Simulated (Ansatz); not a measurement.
`[CH3][AlH][O][SiH3]` and `[CH3][AlH][O][SiH2][GaH2]` differ in one atom or group.

Ansatz, PBE0-D4/def2-TZVP geometries, multiplicity 1. Each molecule was computed in one conformer, which needn't be the lowest.

Scalar relativity is left out up to krypton.

| property | `[CH3][AlH][O][SiH3]` |
| --- | --- |
| HOMO–LUMO gap (B3LYP/def2-TZVPP) / eV | 6.81 |
| LUMO energy (ωB97M-V/def2-TZVPP) / eV | 0.85 |
| HOMO–LUMO gap (PBE/def2-TZVPP) / eV | 5.15 |
| size of the dipole moment (PBE/def2-TZVPP) / D | 1.15 |
| HOMO energy (PBE0/def2-TZVPP) / eV | -7.93 |
| size of the dipole moment (B3LYP/def2-TZVPP) / D | 1.10 |

Problem. Give the same properties after the change, and the shifts. (An estimate is asked.)

Solution. The calculation gave: 
| property | `[CH3][AlH][O][SiH2][GaH2]` | shift |
| --- | --- | --- |
| HOMO–LUMO gap (B3LYP/def2-TZVPP) / eV | 4.66 | -2.15 |
| LUMO energy (ωB97M-V/def2-TZVPP) / eV | -0.28 | -1.13 |
| HOMO–LUMO gap (PBE/def2-TZVPP) / eV | 3.22 | -1.93 |
| size of the dipole moment (PBE/def2-TZVPP) / D | 1.19 | 0.04 |
| HOMO energy (PBE0/def2-TZVPP) / eV | -7.09 | 0.84 |
| size of the dipole moment (B3LYP/def2-TZVPP) / D | 1.15 | 0.05 |

With PBE0 the HOMO rises by 0.84 eV and the LUMO falls by 1.30 eV, so the gap narrows by about 2.14 eV. PBE moves the HOMO by 0.61 eV and ωB97M-V by 1.03 eV. Dipoles are sizes alone; their direction can turn.

B3LYP here is the variant with VWN-RPA as its local correlation; programs differ in this.
